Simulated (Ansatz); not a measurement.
Basis sets compared for SiSe₂ (the lowest singlet isomer of a short search). Total charge 0; singlet. Geometry PBE-D4/def2-TZVP. Ansatz on 4 threads of Arm Neoverse V1 on a shared host; times are rough, and most runs start from earlier orbitals.

```
atom   x (Å)   y (Å)   z (Å)
 Si1   0.000   0.000   0.000
 Se2   0.648  -1.966  -0.132
 Se3  -0.648   1.966   0.132
```

The structure comes from a short search, and lower isomers may exist.

Binding counts from free atoms (Si triplet, Se triplet) in the same basis, without a counterpoise term.

```tsv
level	functions	energy (Eh)	HOMO (eV)	LUMO (eV)	binding per atom (eV)	wall time
PBE-D4/def2-SVP	82	-5091.1207	-6.46	-3.10	3.05	0.55 s
PBE-D4/def2-TZVP (with forces)	133	-5091.8105	-6.56	-3.26	3.06	1.1 s
r2SCAN-D4/def2-TZVP	133	-5092.6215	-6.85	-3.10	2.99	2.1 s
PBE0-D4/def2-SVP	82	-5091.2907	-7.54	-2.34	2.87	0.85 s
PBE0-D4/def2-TZVP	133	-5091.9801	-7.60	-2.46	2.91	1.4 s
```

(1) Estimate the rows for PBE-D4/def2-TZVPD, r2SCAN-D4/def2-TZVPD, PBE0-D4/def2-TZVPD.

## Answers

(1) 
```csv
level,functions,energy (Eh),HOMO (eV),LUMO (eV),binding per atom (eV),wall time
PBE-D4/def2-TZVPD,157,-5091.8114,-6.58,-3.32,3.06,1.6 s
r2SCAN-D4/def2-TZVPD,157,-5092.6224,-6.86,-3.13,2.99,3 s
PBE0-D4/def2-TZVPD,157,-5091.9810,-7.61,-2.53,2.91,2.1 s
```
